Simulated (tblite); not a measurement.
Compound: deprotonated 4,4'-biphenol anion, C₁₂H₉O₂ (charge -1).
Bonds: O1–C2, C2–C3 (aromatic), C3–C4 (aromatic), C4–C5 (aromatic), C5–C6, C6–C7 (aromatic), C7–C8 (aromatic), C8–C9 (aromatic), C9–O10, C9–C11 (aromatic), C11–C12 (aromatic), C5–C13 (aromatic), C13–C14 (aromatic), C2–C14 (aromatic), C6–C12 (aromatic). Hydrogens: H15 on C3; H16 on C4; H17 on C7; H18 on C8; H19 on O10; H20 on C11; H21 on C12; H22 on C13; H23 on C14.
Bond orders are those of one Lewis drawing.

Computed with GFN2-xTB (tblite), gas phase: L-BFGS steps from a force-field or distance-geometry start until the largest atomic force falls under 0.01 eV/Å.

Step 0: E = -1049.9387 eV
```
atom  x, y, z in Å  |  force x, y, z in eV/Å
O1     -5.0363   -0.1667    0.5613    3.661   0.234  -0.542
C2     -3.6814   -0.0887    0.3740   -6.888  -1.070   1.400
C3     -2.8974   -1.1084    0.9056    1.440  -0.426   0.046
C4     -1.5368   -1.0537    0.7311   -1.335  -1.199   1.127
C5     -1.0161    0.0135    0.0611    2.544   0.389  -0.469
C6      0.4450    0.0264   -0.1024   -0.895   0.319  -0.103
C7      1.2956   -0.5071    0.8464    0.169  -0.839   1.468
C8      2.6701   -0.5126    0.7472   -0.240   0.241  -0.666
C9      3.2434    0.0513   -0.3972    0.226  -0.268   1.539
O10     4.6161    0.0583   -0.5256    1.566   0.355  -0.821
C11     2.4129    0.5949   -1.3613    0.585   0.346  -0.568
C12     1.0403    0.5817   -1.2141    0.450   0.591  -1.059
C13    -1.7996    1.0310   -0.4555   -0.781   0.113  -0.251
C14    -3.1709    0.9867   -0.3053    1.923   1.308  -0.889
H15    -3.3089   -1.9380    1.4399   -0.521  -0.161   0.108
H16    -0.9280   -1.8574    1.1606   -0.067   0.333  -0.344
H17     0.8472   -0.9529    1.7429    0.238   0.223  -0.277
H18     3.3158   -0.9488    1.4979   -0.129   0.041   0.099
H19     5.2653    0.1237    0.2298   -1.853  -0.207  -0.421
H20     2.8767    1.0444   -2.2444   -0.181  -0.168   0.264
H21     0.4425    1.0376   -2.0087    0.169  -0.254   0.304
H22    -1.3031    1.8278   -0.9818   -0.039   0.325  -0.061
H23    -3.7970    1.7841   -0.6913   -0.042  -0.226   0.116
```

Step 1: E = -1050.4871 eV
```
atom  x, y, z in Å  |  force x, y, z in eV/Å
O1     -4.9840   -0.1634    0.5535   -2.560  -0.154   0.332
C2     -3.7798   -0.1040    0.3940    2.374   0.473  -0.448
C3     -2.8768   -1.1145    0.9063   -1.625   0.077   0.090
C4     -1.5559   -1.0708    0.7472    1.057   0.831  -0.264
C5     -0.9797    0.0191    0.0544   -0.192  -0.512   0.314
C6      0.4322    0.0310   -0.1039    1.011   0.076   0.071
C7      1.2980   -0.5191    0.8673   -0.319   0.080  -0.277
C8      2.6667   -0.5092    0.7377   -0.044  -0.331   0.467
C9      3.2466    0.0475   -0.3752    0.494   0.477  -0.305
O10     4.6385    0.0634   -0.5373    0.283   0.221  -0.978
C11     2.4213    0.5998   -1.3694    0.322  -0.123   0.417
C12     1.0467    0.5901   -1.2292    0.644   0.096  -0.010
C13    -1.8108    1.0326   -0.4591    1.185  -0.299  -0.237
C14    -3.1434    1.0053   -0.3180   -1.068  -0.866   0.636
H15    -3.3163   -1.9403    1.4415   -0.302  -0.182   0.079
H16    -0.9290   -1.8526    1.1557    0.050  -0.057  -0.110
H17     0.8506   -0.9497    1.7389   -0.012  -0.111   0.366
H18     3.3139   -0.9482    1.4993   -0.217   0.108  -0.039
H19     5.2389    0.1207    0.2238   -1.070  -0.151   0.190
H20     2.8741    1.0420   -2.2407    0.121   0.012  -0.107
H21     0.4449    1.0340   -2.0044   -0.050  -0.024  -0.107
H22    -1.3037    1.8325   -0.9827   -0.108   0.274  -0.034
H23    -3.7976    1.7808   -0.6897    0.027   0.085  -0.048
```

Task: Estimate the geometry and energy of step 2. (The exact step hangs on the optimiser's Hessian estimate; all steps are aligned on step 1, rigid shifts and turns removed.)

Result: E = -1050.6260 eV, largest force 0.971 eV/Å
```
atom  x, y, z in Å  |  force x, y, z in eV/Å
O1     -5.0070   -0.1647    0.5564   -0.133   0.016  -0.013
C2     -3.7622   -0.1001    0.3908   -0.648   0.088   0.070
C3     -2.8924   -1.1141    0.9073   -0.020   0.074  -0.051
C4     -1.5462   -1.0633    0.7456   -0.351   0.298   0.114
C5     -0.9790    0.0141    0.0572    0.226  -0.110   0.025
C6      0.4419    0.0322   -0.1032    0.617   0.128  -0.070
C7      1.2948   -0.5191    0.8660   -0.002  -0.024  -0.041
C8      2.6660   -0.5124    0.7419    0.071  -0.055   0.005
C9      3.2521    0.0522   -0.3768    0.359   0.203   0.045
O10     4.6432    0.0661   -0.5485    0.118   0.215  -0.790
C11     2.4253    0.5989   -1.3656    0.415   0.019   0.134
C12     1.0540    0.5918   -1.2305    0.344   0.064   0.053
C13    -1.7991    1.0296   -0.4618    0.046  -0.298  -0.064
C14    -3.1526    0.9976   -0.3123    0.202  -0.379   0.227
H15    -3.3201   -1.9424    1.4424   -0.340  -0.173   0.083
H16    -0.9285   -1.8529    1.1541    0.044  -0.023  -0.113
H17     0.8507   -0.9507    1.7425   -0.004  -0.066   0.264
H18     3.3115   -0.9471    1.4990   -0.133   0.031   0.079
H19     5.2256    0.1189    0.2253   -0.946  -0.155   0.155
H20     2.8752    1.0420   -2.2415    0.112  -0.021  -0.037
H21     0.4445    1.0335   -2.0052    0.039  -0.061  -0.038
H22    -1.3049    1.8357   -0.9831   -0.067   0.258  -0.048
H23    -3.7974    1.7815   -0.6900    0.051  -0.027   0.009
```

The energy changes by -0.1389 eV. The first-order estimate −F·Δx gives -0.2470 eV and the mean of the old and new forces, exact on a quadratic surface, -0.1419 eV. The step makes an angle of 9° with the force vector and moves no atom by more than 0.023 Å.

The cost below is that of the whole relaxation. Time: 0.65 s wall. Hardware: an Arm Neoverse V2 with one thread, no GPU, on a shared host.
